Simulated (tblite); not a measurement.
Species: C4H11Si2 (doublet state).
Z-matrix (Å and degrees, GFN2-xTB geometry), rows numbered from 1:
```
C 
C   1  1.2911
Si  2  1.8312  1  159.63
C   3  1.9049  2  106.58  1   -99.02
C   4  1.5287  3  115.33  2    50.48
Si  5  1.8996  4  115.28  3    66.90
H   1  1.0891  2  123.84  3    -3.95
H   1  1.0857  2  122.75  3   176.14
H   3  1.4709  2  107.90  1   143.38
H   3  1.4738  2  114.17  1    22.60
H   4  1.0923  3  109.04  2   173.62
H   4  1.0938  3  108.33  2   -71.50
H   5  1.0951  4  108.71  3  -171.54
H   5  1.0930  4  108.92  3   -56.48
H   6  1.4659  5  108.58  4   170.58
H   6  1.4646  5  110.79  4   -69.71
H   6  1.4659  5  109.79  4    51.34
```

Level: GFN2-xTB in tblite, geometry and Hessian alike; calculated harmonic values, unscaled, isolated species. The method is semi-empirical: single wavenumbers can be off by several per cent or more. Modes of hydrogen on silicon can be 10 to 20 % off. One conformer, not necessarily the lowest. Open shells enter through the occupations alone, without spin polarisation, and single modes of such species can be off by tens of per cent.

Harmonic wavenumbers (cm⁻¹): 26.7, 54.8, 75.0, 113.8, 130.9, 152.1, 223.2, 290.0, 333.5, 473.1, 505.9, 525.2, 551.8, 647.5, 666.0, 689.6, 743.8, 779.6, 785.8, 793.4, 797.6, 816.0, 843.8, 871.0, 882.0, 1082.9, 1088.0, 1170.0, 1295.5, 1315.1, 1355.9, 1486.8, 1499.4, 1802.8, 2139.2, 2190.4, 2241.8, 2244.0, 2253.3, 2902.1, 2925.1, 2938.9, 2961.5, 2968.5, 2971.8.

A = 2958, B = 1264, C = 1065 MHz; mass 115.040 u (most abundant isotopes); point group C1, symmetry number 1; spin multiplicity 2.

What is the zero-point energy?

½Σν̃ = 26803 cm⁻¹ = 76.63 kcal/mol.

Entropy at 298.15 K, 1 bar (ideal gas, RRHO, classical rotation)?

Translation 40.16, rotation 28.78, vibration 33.78, spin (R ln 2) 1.38: S = 104.1 cal/(mol K).

And Cp and H(298.15 K) − H(0)?

Cp = 39.42 cal/(mol K), of which vibrations give 31.47 (their classical limit is 45 R = 89.4); H(298.15 K) − H(0) = 7.32 kcal/mol without the zero-point energy, 4.95 from vibrations.

Which modes carry the vibrational entropy at 298.15 K?

26.7 cm⁻¹: 6.06; 54.8 cm⁻¹: 4.64; 75.0 cm⁻¹: 4.02; 113.8 cm⁻¹: 3.20; 130.9 cm⁻¹: 2.93; 152.1 cm⁻¹: 2.65 cal/(mol K); the other 39 give 10.29 together.

Blend soft modes into free rotors: weight 1/[1 + (100 cm⁻¹/ν̃)⁴] for the oscillator and the rest for a rotor with moment μB/(μ + B), μ = h/(8π²ν), B = 10⁻⁴⁴ kg m². What vibrational entropy results?

29.87 cal/(mol K) in place of 33.78, which changes −T·S at 298.15 K by +1.17 kcal/mol.

How do the functions run with temperature in this model?

| T (K) | S (cal/(mol K)) | Cp (cal/(mol K)) | H − H(0) (kcal/mol) | G − H(0) (kcal/mol) | ln q(vib) |
| --- | --- | --- | --- | --- | --- |
| 100 | 73.6 | 20.2 | 1.45 | -5.91 | 2.73 |
| 200 | 90.4 | 29.6 | 3.93 | -14.16 | 5.83 |
| 300 | 104.3 | 39.6 | 7.40 | -23.91 | 8.69 |
| 500 | 128.4 | 55.0 | 16.96 | -47.26 | 14.11 |
| 800 | 157.7 | 69.4 | 35.79 | -90.35 | 21.50 |
| 1000 | 173.9 | 75.7 | 50.34 | -123.55 | 25.94 |

q(vib) and H(0) count from the zero-point level.

Hindered rotation and anharmonicity are outside this model. Other conformers, if any are populated, would add a mixing term that is left out. The structure is chiral; the term R ln 2 for an equal mix with its mirror image is left out.

The run took 2.0 s wall on one thread, Intel Xeon at 2.50 GHz (x86_64), on a shared host. The figure is for the frequency step alone.
